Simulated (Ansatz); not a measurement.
A run for Ansatz (a quantum-chemistry and plane-wave program): R-wB97X-V/def2-TZVPP on GeHIO (SMILES [OH][Ge][I]), a point of a torsion scan. Elements past Kr take the def2 small-core potentials; no spin–orbit coupling.

Ansatz 0.2 input:
```yaml
crystal:
  periodic: [false, false, false]
  atoms:
    - {symbol: O, position_ang: [-1.08868228, 0.06866625, 0.19331448]}
    - {symbol: Ge, position_ang: [0.28201752, 1.09435797, -0.11488320]}
    - {symbol: I, position_ang: [1.99746599, -0.56431399, -1.14623909]}
    - {symbol: H, position_ang: [-1.52515735, -0.71582390, -0.13107561]}
basis:
  gaussian:
    orbitals: def2-TZVPP
hamiltonian:
  xc: {name: wB97X-V}
scf: {lower_state_search: off}
```

Program output:

```
WARN ansatz: RAYON_NUM_THREADS=1 ignored (pool sized by the plan → 1); use --threads N
Functional definition: wB97X-V
these checks for a lower state are left out or cut short: stability, starts, cluster_reference, orbital_swaps, neighbouring_geometries, increment
integrals: 0.09 GiB planned
988 factors; their error is unknown
integrals: 0.12 GiB planned
182 factors; integrals over basis functions are off by at most 7.2e-5 eV
mean field: 0.77 GiB planned
mean field evaluation 1: about -66674.0289 eV, gradient 5.2e1 eV
mean field evaluation 2: about -66669.9382 eV, gradient 7.3e1 eV
mean field evaluation 4: about -66678.4857 eV, gradient 2.2e0 eV
mean field evaluation 8: about -66678.8616 eV, gradient 4.8e-1 eV
mean field evaluation 16: about -66678.8618 eV, gradient 1.5e-4 eV
mean field -66678.86183149 eV, -2450.4029757512 hartree, gradient 4.7e-6 eV, S^2 0.000000; 0 other end points of the search recorded, 0 dependent functions left out
reference -66678.86183002 eV, -2450.4029756973 hartree; 33, 33 occupied and 110, 110 virtual orbitals, 988 factors
Total energy: -66678.86183002 eV, -2450.4029756973 hartree
Checks for a lower state left out: stability, starts, cluster_reference, orbital_swaps, neighbouring_geometries, increment
```

The run converged.

Cost: roughly 9 core-seconds.
